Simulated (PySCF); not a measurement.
A geometry optimisation on `FC1O[C@@H](F)[C@H](F)O1`.

Computed with PBE0-D3(BJ)/def2-SVP geometry optimisation, gas phase (PySCF 2.14.0). Start geometry: GFN2-xTB. The command runs a driver script over a list of jobs; the input below is this job's line of settings and its coordinates in Å.

Command:
```bash
OMP_NUM_THREADS=1 python probes_run.py task.json out
```

Input:
```
{"job": {"xc": "PBE0", "basis": "def2-SVP", "d3": "d3bj", "grid": 1, "shake": 0.01, "kind": "geom"}, "charge": 0, "multiplicity": 1}
F      1.590910     0.393790    -1.456370
C      1.291290    -0.266570    -0.307280
O      0.242550    -1.139880    -0.561780
C     -0.886860    -0.561310    -0.111200
F     -1.486430    -1.384950     0.816450
C     -0.476080     0.766210     0.551070
F     -0.784140     1.808500    -0.254820
O      0.913180     0.621230     0.667650
H      2.216500    -0.775920     0.000260
H     -1.654280    -0.430920    -0.903260
H     -0.928550     0.943980     1.543610
```

Output:
```
step   0  E = -565.10150452  max force = 0.044931
step   1  E = -565.10493524  max force = 0.009160
step   2  E = -565.10578794  max force = 0.004776
step   3  E = -565.10594948  max force = 0.002324
step   4  E = -565.10603694  max force = 0.001773
step   5  E = -565.10608785  max force = 0.001850
step   6  E = -565.10611255  max force = 0.001548
step   7  E = -565.10612290  max force = 0.000391
optimisation converged
```

Energies in Eh; «max force» is the largest Cartesian gradient component in Eh/bohr.

How much energy does the optimisation release, in eV?

E(step 0) − E(last step) = 0.004618 Eh, which is 0.126 eV.

Summary of the converged run: final energy -565.10612 Eh after 7 steps; dipole 1.35 D.

Give the final coordinates.

0.152 Å rms from the input after alignment:
```
atom  x, y, z in Å
F1     2.2018    0.5669   -0.4521
C2     1.3067   -0.3846   -0.1347
O3     0.3399   -0.4310   -1.1274
C4    -0.8985   -0.1338   -0.6028
F5    -1.6256   -1.2705   -0.4350
C6    -0.5714    0.4691    0.7621
F7    -0.5011    1.8205    0.6631
O8     0.6618   -0.0810    1.0496
H9     1.8422   -1.3408   -0.0349
H10   -1.4459    0.5460   -1.2714
H11   -1.2858    0.1977    1.5520
```

Time: 88 s of wall time; peak memory 0.50 GiB. Hardware: one thread of an Arm Neoverse N1, no GPU, on a shared host.
Labels such as C1 count atoms from 1, the log's own numbers from 0.
